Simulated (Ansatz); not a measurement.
Ansatz results at the PBE0-D4/def2-TZVP geometry: HOMO–LUMO gap (PBE/def2-TZVPP) 5.74 eV; HOMO energy (ωB97M-V/def2-TZVPP) -10.52 eV; HOMO–LUMO gap (B3LYP/def2-TZVPP) 7.77 eV.

Each molecule was computed in one conformer, which needn't be the lowest.

Problem. Which molecule gave them?
A. `COBCCl`
B. `[AlH2][CH2][SiH2][SeH]`
C. `BCC(O)[SiH3]`
D. `CBO[SiH2]C`

Solution. D. The others give `COBCCl`: 5.10, -10.31, 7.01; `BCC(O)[SiH3]`: 3.66, -9.68, 5.70; `[AlH2][CH2][SiH2][SeH]`: 4.96, -9.68, 6.53.

B3LYP here is the variant with VWN-RPA as its local correlation; programs differ in this.
